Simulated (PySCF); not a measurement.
A GIAO shielding run with PySCF (density fitting, non-relativistic, gas phase) on SMILES C=C(C(F)F)S(C)(=O)=O, C4H6F2O2S:

```
$ OMP_NUM_THREADS=1 python probes_run.py task.json out

{"job": {"kind": "nmr", "xc": "PBE0", "basis": "pcSseg-1"}, "charge": 0, "multiplicity": 1}
C     -0.916622     1.677484     0.525608
C     -0.713865     0.447569     0.102964
C     -1.521800    -0.762270     0.438987
F     -2.560659    -0.477854     1.255455
F     -0.756528    -1.667256     1.109188
S      0.621272     0.084230    -1.069472
C      1.948812    -0.617591    -0.060783
O      0.118627    -0.917451    -1.966764
O      1.071781     1.331056    -1.616684
H     -0.271812     2.463610     0.170419
H     -1.715799     1.936632     1.202230
H     -1.905436    -1.258588    -0.465395
H      2.766403    -0.857576    -0.729767
H      2.251101     0.135723     0.654733
H      1.580111    -1.509728     0.427369
```

Hardware: 1 thread of an Arm Neoverse N1, shared host. The job also computes population analyses, field gradients.

Q: How large is the calculation?

A: 80 electrons, 190 basis functions and 1009 auxiliary functions.

Q: How long does it take, and how much memory does it need?

A: 51 s of wall time, with 15 SCF cycles and 5 response iterations; peak memory 0.84 GiB. Times on a shared host scatter by some tens of per cent.
